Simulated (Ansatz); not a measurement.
The cluster B₂N₃⁻. The state is a singlet with charge -1. Geometry r2SCAN-D4/def2-SVPD.

```xyz
5

B     0.1387    0.4259   -0.7799
B     0.3776   -0.6559    0.4872
N    -0.9599    0.9316   -0.1801
N    -0.7130   -0.1867    1.1298
N     1.1566   -0.5148   -0.6570
```

At PBE-D4/def2-TZVPD, r2SCAN-D4/def2-TZVPD the highest occupied level of the charge -1 singlet lies above zero (up to 0.33 eV). The electron is either unbound and held by the finite basis, or the level is raised by self-interaction error. Another isomer (triplet) lies 1.63 eV lower at PBE0-D4/def2-TZVPD; other spin states weren't run for this one.

Question: Estimate the orbital energies around the gap (eV) in Ansatz with PBE-D4/def2-TZVPD, r2SCAN-D4/def2-TZVPD, PBE0-D4/def2-TZVPD, CAM-B3LYP-D4/def2-TZVPD, ωB97X-V/def2-TZVPD.

Answer: 
| orbital | PBE-D4/def2-TZVPD | r2SCAN-D4/def2-TZVPD | PBE0-D4/def2-TZVPD | CAM-B3LYP-D4/def2-TZVPD | ωB97X-V/def2-TZVPD |
| --- | --- | --- | --- | --- | --- |
| HOMO−9 | -15.18 | -16.28 | -17.85 | -19.44 | -20.70 |
| HOMO−8 | -11.88 | -12.82 | -14.29 | -15.85 | -17.09 |
| HOMO−7 | -5.05 | -5.45 | -6.59 | -8.10 | -9.17 |
| HOMO−6 | -4.62 | -5.09 | -6.42 | -7.95 | -9.12 |
| HOMO−5 | -4.31 | -4.55 | -5.57 | -7.01 | -8.16 |
| HOMO−4 | -3.85 | -4.19 | -5.42 | -6.98 | -7.99 |
| HOMO−3 | -1.82 | -2.09 | -3.14 | -4.49 | -5.45 |
| HOMO−2 | -0.97 | -1.27 | -2.48 | -3.95 | -4.96 |
| HOMO−1 | -0.63 | -0.86 | -1.89 | -3.27 | -4.24 |
| HOMO | 0.33 | 0.17 | -0.88 | -2.30 | -3.27 |
| LUMO | 2.17 | 2.45 | 2.98 | 3.71 | 4.46 |
| LUMO+1 | 2.55 | 2.86 | 3.32 | 3.90 | 4.60 |
| LUMO+2 | 3.79 | 4.27 | 4.28 | 4.87 | 5.75 |
| LUMO+3 | 4.31 | 4.70 | 4.92 | 5.57 | 6.46 |
| LUMO+4 | 5.62 | 6.09 | 6.22 | 6.78 | 7.55 |
| LUMO+5 | 5.80 | 6.36 | 6.40 | 6.87 | 7.62 |
